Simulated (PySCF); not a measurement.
# Correlation energy of Ta⁶³⁺ (tantalum, charge +63)

Starting occupation: [Ne]. All numbers are calculated (PySCF 2.14, X2C-1e with screened-nucleus spin-orbit coupling, Gaussian nucleus, in an even-tempered Gaussian basis (17 s from 11 bohr⁻², ratio 2.6; 14 p from 15 bohr⁻², ratio 2.6; 6 d from 15 bohr⁻², ratio 2.8; 3 f from 320 bohr⁻², ratio 2.8)). Frozen: 1s2; 8 electrons correlated; the 52 highest virtual spinors left out.

MP2 pair energies summed by pair of shells (mhartree):

| pair | energy | share (%) |
| --- | --- | --- |
| 2p1/2-2p3/2 | -107.05 | 33.0 |
| 2p3/2-2p3/2 | -99.94 | 30.8 |
| 2p3/2-2s1/2 | -50.97 | 15.7 |
| 2p1/2-2s1/2 | -27.55 | 8.5 |
| 2p1/2-2p1/2 | -25.01 | 7.7 |
| 2s1/2-2s1/2 | -13.59 | 4.2 |

Total MP2 correlation energy: -324.10 mhartree.

The virtual space was cut to 52 spinors, which keep -268.37 of the -324.10 mhartree of MP2 correlation.

```
  level  correlation energy (mhartree)
   CCSD                        -269.27
    (T)                          -0.02
CCSD(T)                        -269.29
```

Diagnostics: T1 = 1.8e-05, largest double amplitude 0.002.

Cost of the coupled-cluster step: about 19 core-seconds, for 8 occupied and 52 virtual spinors.

Iterations:

```
Init t2, MP2 energy = -0.268371098839267
CCSD nocc = 8, nmo = 60
Init t2, MP2 energy = -0.268371098839267
Init E_corr(GCCSD) = -0.268371098839267
cycle = 1  E_corr(GCCSD) = -0.2692564554971  dE = -0.000885356658  norm(t1,t2) = 0.000123078
cycle = 2  E_corr(GCCSD) = -0.269271888697357  dE = -1.54332003e-05  norm(t1,t2) = 2.44094e-06
cycle = 3  E_corr(GCCSD) = -0.269272128088394  dE = -2.39391037e-07  norm(t1,t2) = 6.40852e-08
cycle = 4  E_corr(GCCSD) = -0.26927212765233  dE = 4.36064296e-10  norm(t1,t2) = 3.21842e-10
GCCSD converged
E(GCCSD) = -10739.19297657717  E_corr = -0.2692721276523298
```

The coupled-cluster values are those of the cut space; adding the MP2 remainder, -55.73 mhartree, estimates the full space.

At this charge the one-electron X2C treatment keeps the bare 1/r₁₂, with no two-electron picture change or Breit term. The effect here is smaller than on the frozen 1s shell.
